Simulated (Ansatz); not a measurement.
`[CH3][Ge]([NH2])([NH2])[NH2]`, one more setting.

```yaml
crystal:
  periodic: [false, false, false]
  atoms:
    - {symbol: C, position_ang: [-1.499840, 0.641882, 0.146151]}
    - {symbol: Ge, position_ang: [0.080968, 0.075107, -0.345596]}
    - {symbol: N, position_ang: [1.306801, 0.898687, 1.443078]}
    - {symbol: N, position_ang: [0.182238, -1.664972, 0.136335]}
    - {symbol: N, position_ang: [1.257539, 0.448459, -1.658549]}
    - {symbol: H, position_ang: [-2.527513, 0.605079, -0.799540]}
    - {symbol: H, position_ang: [-2.213997, 0.251498, 1.479668]}
    - {symbol: H, position_ang: [-1.630287, 1.815168, 0.222033]}
    - {symbol: H, position_ang: [0.895430, 0.709740, 2.689376]}
    - {symbol: H, position_ang: [2.273624, 0.448337, 1.472391]}
    - {symbol: H, position_ang: [-0.578352, -2.242377, 0.355560]}
    - {symbol: H, position_ang: [0.808581, -1.979023, -0.087176]}
    - {symbol: H, position_ang: [1.079232, 1.366082, -1.620961]}
    - {symbol: H, position_ang: [0.663701, 0.106543, -2.215681]}
basis:
  gaussian: {orbitals: aug-pcseg-2}
magnetization: {spin_polarized: true, initial_magnetization: 2}
hamiltonian: {xc: {name: B2GP-PLYP}, pseudopotentials: {relativity: scalar}}
output: {forces: true}
```

```sh
$ ansatz run in.yaml --threads 4 --pin off --events-out ev --progress --plain --max-ram 11315MiB
```

Output, abridged:

```
Functional definition: B2GP-PLYP
2679 factors; integrals over basis functions are off by at most 1.1e-3 eV
mean field evaluation 1: about -62589.6794 eV, gradient 5.7e1 eV
mean field evaluation 2: about -62589.8458 eV, gradient 5.7e1 eV
mean field evaluation 4: about -62602.7788 eV, gradient 4.4e0 eV
mean field evaluation 8: about -62602.9727 eV, gradient 6.8e-1 eV
mean field evaluation 16: about -62602.9887 eV, gradient 2.9e-2 eV
mean field evaluation 32: about -62602.9889 eV, gradient 4.3e-4 eV
mean field -62602.98885790 eV, -2300.6174066977 hartree, gradient 9.5e-6 eV, S^2 2.021799; 2 other end points of the search recorded, 0 dependent functions left out
13 core orbitals not correlated: weight in the atoms' cores, before any rotation towards them, 1.000 or more for the frozen orbitals, at most 0.000 for the correlated occupied ones
reference -62602.98900713 eV, -2300.6174121819 hartree; 22, 20 occupied and 415, 417 virtual orbitals, 2679 factors
second order -32.62963256 eV of doubles, -0.00000000 eV of singles
Total energy: -62614.73567485 eV, -2301.0490942585 hartree
Relativity: scalar
Atom 0 at    -1.499840     0.641882     0.146151 Å, force    -9.618980     4.062212     1.273879 eV/Å
Atom 1 at     0.080968     0.075107    -0.345596 Å, force     2.464046    -1.840846     2.633655 eV/Å
Atom 2 at     1.306801     0.898687     1.443078 Å, force    -0.602325    -2.333073     3.161744 eV/Å
Atom 3 at     0.182238    -1.664972     0.136335 Å, force   -25.379543    15.173800     8.539772 eV/Å
Atom 4 at     1.257539     0.448459    -1.658549 Å, force     5.947116    -0.914927     5.529018 eV/Å
Atom 5 at    -2.527513     0.605079    -0.799540 Å, force     3.251280    -0.552996     2.463869 eV/Å
Atom 6 at    -2.213997     0.251498     1.479668 Å, force     1.948513     0.582923    -2.952222 eV/Å
Atom 7 at    -1.630287     1.815168     0.222033 Å, force     0.828313    -2.426510     0.176424 eV/Å
Atom 8 at     0.895430     0.709740     2.689376 Å, force     1.143907     0.817508    -3.688517 eV/Å
Atom 9 at     2.273624     0.448337     1.472391 Å, force    -1.081693     0.876682    -0.022358 eV/Å
Atom 10 at    -0.578352    -2.242377     0.355560 Å, force    -0.862929    -0.373106     0.431068 eV/Å
Atom 11 at     0.808581    -1.979023    -0.087176 Å, force    27.043986   -14.402863    -9.470993 eV/Å
Atom 12 at     1.079232     1.366082    -1.620961 Å, force    -0.013994     4.740967    -0.617244 eV/Å
Atom 13 at     0.663701     0.106543    -2.215681 Å, force    -5.067697    -3.409770    -7.458094 eV/Å
Dipole moment:     0.174202    -0.234064    -0.204902 e Å
```

Hardware: 4 threads of an Arm Neoverse V2 on a shared host. Wall time 5.1 min, peak host memory 4 GiB.
